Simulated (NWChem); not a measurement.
Species: CdSiNH₅; SMILES [NH2][Cd][SiH3]

```xyz
8

Cd     0.0019    -0.3355    -0.0112
N     -0.0057    -2.3477     0.0986
H      0.8135    -2.8433    -0.2461
H     -0.8245    -2.8368    -0.2565
Si    -0.0020     2.1501     0.0198
H     -1.2542     2.6951     0.6371
H      0.0899     2.7173    -1.3642
H      1.1519     2.7024     0.8003
```
Atoms are numbered in this order, from 1.

Program: NWChem. Medium grid unless said otherwise, to which SCAN and Minnesota functionals are sensitive. The geometry was optimised at PBE0/def2-SVP. def2 effective core potentials on Cd; no spin-orbit coupling. Hybrids' shares of exact exchange are those that their runs print; pure functionals count as 0. The functionals differ in more than this share.

```csv
row,share of exact exchange,highest occupied level (eV)
PBE/def2-SVP,0.00,-5.03
MN15-L/def2-SVP,0.00,-5.51
TPSSh/def2-SVP,0.10,-5.58
B3LYP/def2-SVP,0.20,-6.06
BHandHLYP/def2-SVP,0.50,-7.51
Hartree-Fock/def2-SVP,1.00,withheld
```

Problem. Fit a straight line of the last column on the one before it, predict the withheld value, and compare with the run.

Solution. 
1. Means of the 5 shown rows: x = 0.160, y = -5.938. Slope Σ(x − x̄)(y − ȳ)/Σ(x − x̄)² = -0.7746/0.1720 = -4.503; intercept -5.218.
2. The shown rows scatter about the line by 0.163 (root mean square); the largest residual is -0.29, at MN15-L/def2-SVP.
3. At x = 1.00 (Hartree-Fock/def2-SVP; beyond the shown range) the line gives -9.72.
4. The run gives -9.42, +0.30 from the line, 1.8 times the scatter.
